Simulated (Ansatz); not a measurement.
`N[PH][Ga]([OH])[O][AlH2]`. The species carries charge 0 and has multiplicity 1.

```xyz
12

N    -1.828   -0.217   -1.236
P    -1.101    1.320   -1.367
Ga    0.769    1.166   -0.012
O     2.125    2.326   -0.008
O     0.918   -0.139    1.203
Al    0.403   -1.690    1.593
H    -2.745   -0.198   -0.821
H    -1.307   -1.032   -0.948
H    -0.345    1.158   -2.562
H     2.786    2.110    0.654
H    -0.404   -2.507    0.489
H     0.728   -2.296    3.015
```

Question: What are the harmonic wavenumbers in cm⁻¹ at PBE0-D4/def2-TZVP (Ansatz, finite differences of forces, unscaled)? (Best estimate.)

Answer: Computed: 54, 64, 69, 99, 130, 156, 177, 217, 295, 357, 374, 445, 471, 579, 621, 641, 696, 805, 830, 842, 921, 996, 1040, 1614, 1889, 1948, 2368, 3570, 3679, 3886.

Question: Is this a minimum?

Answer: Yes, all 30 modes are real.

Question: Give the ideal-gas thermochemistry at 298.15 K and 1 bar (rigid rotor, harmonic oscillator; point group C1, symmetry number 1).

Answer: Zero-point energy 178.4 kJ/mol; H(298) − E = 209.8 kJ/mol; entropy 440.7 J/(mol·K), of which translation 173.6, rotation 124.0, vibration 143.1; G(298) − E = 78.4 kJ/mol. Modes under 100 cm⁻¹ are hindered rotations or soft bends, so the harmonic entropy is rough.
